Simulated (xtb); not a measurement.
H8NSi3, SMILES [SiH2]N([SiH3])[SiH3] (connectivity only; charge and spin as stated), charge +1, multiplicity 1. All values are semi-empirical tight-binding results from xtb (GFN2-xTB unless named), good for trends rather than for accurate numbers. Coordinates come from a GFN2-xTB optimisation. The spin state was assumed, not searched. The isomer is the one that the SMILES or the coordinates give; other isomers of the formula were not compared.

Optimised geometry:

```xyz
12

Si    -1.5495     0.9006    -0.0457
N     -0.1099     0.0638    -0.0022
Si     0.0111    -1.7431    -0.3051
Si     1.5059     0.8614     0.3495
H     -2.7769     0.1779    -0.3176
H     -1.5405     2.3320     0.1884
H      0.7290    -1.8450    -1.5696
H     -1.3811    -2.1829    -0.3772
H      0.7373    -2.2603     0.8478
H      1.9034     0.3076     1.6382
H      1.1948     2.2891     0.3887
H      2.3575     0.4700    -0.7659
```
Charge +1, spin multiplicity 1.

```
Property                                         Result
---------------------------------------  --------------
point group as xtb finds it                          C2
orbital gap                                     3.27 eV
zero-point energy                         43.3 kcal/mol
G − E(el) at 298.15 K (modified RRHO)     22.9 kcal/mol
static polarisability (D4 model)             97.8 bohr³
solvation energy, GFN2-xTB/ALPB(water)   -41.0 kcal/mol
solvation energy, GFN2-xTB/ALPB(hexane)  -27.8 kcal/mol
```

Computed atomic charges and the Wiberg bond orders between heavy atoms:
charges (e) Si1 0.56, N2 -0.45, Si3 0.52, Si4 0.52, H5 0.04, H6 0.04, H7 -0.04, H8 -0.05, H9 -0.03, H10 -0.04, H11 -0.05, H12 -0.03. Bond orders Si1–N2 1.61, N2–Si3 0.76, N2–Si4 0.76.
